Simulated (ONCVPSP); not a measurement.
## Before and after: ONCV potential for rhodium (Rh)

* Element: rhodium
* Generator: ONCVPSP 4.0.1
* Type: optimised norm-conserving Vanderbilt (ONCV)
* Functional: PBEsol
* Relativity: scalar-relativistic
* Frozen core: [Ar] 3d10
* Valence charge: 17
* Reference configuration: 4s2 4p6 4d7 (charge +2)
* Partial waves: 4s: rc 1.55 bohr, ncon 4, nbas 9, qcut 5.8 1/bohr, 1 projector; 4p: rc 1.30 bohr, ncon 5, nbas 9, qcut 8.9 1/bohr, 3 projectors, debl 2.3 Ha; 4d: rc 1.85 bohr, ncon 4, nbas 9, qcut 9.8 1/bohr, 2 projectors, debl 3.8 Ha
* Local potential: polynomial inside 1.20 bohr (lpopt 4, dvloc0 2 Ha)
* Core correction: Teter function, fcfact 3.5, rcfact 1.7

In the p channel the program set the typed energies aside and used -2.616, 0.250, 2.550 Ha.

Change: functional PBE; d: rc 1.3, qcut 13.9. In the p channel the program set the typed energies aside and used -2.618, 0.250, 2.550 Ha.

Cutoffs: the cutoffs (Ha) at which the residual kinetic energy of the hardest occupied pseudo-wave falls to 1 and 0.1 mHa per electron; they do not see the model core or the augmentation charge, which bear on the density cutoff. Errors are all-electron minus pseudo energies relative to the spin-unpolarised reference configuration.

How do hardness, ghosts and transferability respond?

The potential gets neither clearly harder nor softer (35 Ha and 85 Ha → 35 Ha and 85 Ha); the p channel sets the loose cutoff, while the largest relative change is in d, which becomes harder; of the 4 tests that both files solve, the error grows in 1 and shrinks in 1 by more than 15 % and 0.3 meV (median size 311.1 → 309.9 meV); neither file shows a bound ghost.

| quantity | base | changed |
| --- | --- | --- |
| cutoff, loose | 35 Ha | 35 Ha |
| cutoff, tight | 85 Ha | 85 Ha |
| loose cutoff by channel | s 15 Ha, p 35 Ha, d 27 Ha | s 15 Ha, p 35 Ha, d 32 Ha |
| bound ghosts | none | none |
| GHOST(+) flags under 300 eV | none | none |
| error for 4s2 4p6 4d8 5s1, meV [ΔE -26.97 eV] | +620 | +618 |
| error for 4s2 4p6 4d8, meV [ΔE -19.51 eV] | +1.8 | 0.0 |
| error for 4s2 4p6 4d6, meV [ΔE 32.49 → 32.50 eV] | -0.6 | -2.1 |
| error for 4s2 4p6 4d7 5s2, meV [ΔE -24.52 → -24.49 eV] | +1518 | +1529 |
| s: phases at 1.58 bohr within 0.05 rad from the reference energy up to (Ha; the scan ends near 5) | -1.5 | -1.5 |
| p: phases at 1.32 bohr within 0.05 rad from the reference energy up to (Ha; the scan ends near 5) | to the end of the scan | to the end of the scan |
| rms error of d²Exc/dni dnj with the model core, mHa | 3.97 | 4.51 |
